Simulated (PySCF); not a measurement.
SMILES C[Si](C)O[Si](C)(C)C (C₅H₁₅OSi₂), doublet (GFN2-xTB optimised geometry):

```
23

C     -0.965     1.116     0.000
Si    -0.258    -0.656     0.000
C      1.650    -0.656     0.000
O     -0.780    -1.411     1.352
Si    -0.817    -1.725     2.952
C     -2.577    -2.330     3.335
C      0.482    -3.068     3.316
C     -0.416    -0.134     3.921
H     -2.049     1.112     0.050
H     -0.673     1.660    -0.892
H     -0.595     1.665     0.865
H      2.049    -0.170    -0.884
H      2.048    -1.665     0.036
H      2.022    -0.123     0.874
H     -2.827    -3.207     2.747
H     -3.316    -1.566     3.111
H     -2.682    -2.593     4.383
H      1.487    -2.719     3.095
H      0.461    -3.369     4.358
H      0.306    -3.954     2.713
H     -0.459    -0.298     4.994
H      0.580     0.232     3.687
H     -1.120     0.659     3.683
```

Calculation: unrestricted CAM-B3LYP/def2-SVP (PySCF).

Problem. What are the frontier orbital energies (α orbitals alone; a β orbital can be the lowest empty one) and the dipole moment?

Solution. HOMO-2 -9.51 eV, HOMO-1 -9.12 eV, HOMO -6.37 eV, LUMO 2.11 eV, LUMO+1 2.93 eV; dipole moment 0.94 D.

On the same geometry unrestricted PBE/def2-SVP in PySCF 2.14.0 gives HOMO-2 -6.76 eV, HOMO-1 -6.36 eV, HOMO -3.98 eV, LUMO 0.50 eV, LUMO+1 0.91 eV; dipole moment 1.05 D.

Meta-Löwdin charges at CAM-B3LYP/def2-SVP: C1 -0.54, Si2 0.81, C3 -0.54, O4 -0.80, Si5 1.12, C6 -0.56, C7 -0.56, C8 -0.56, H9 0.11, H10 0.11, H11 0.10, H12 0.11, H13 0.11, H14 0.10, H15 0.11, H16 0.11, H17 0.11, H18 0.11, H19 0.11, H20 0.11, H21 0.11, H22 0.11, H23 0.11.
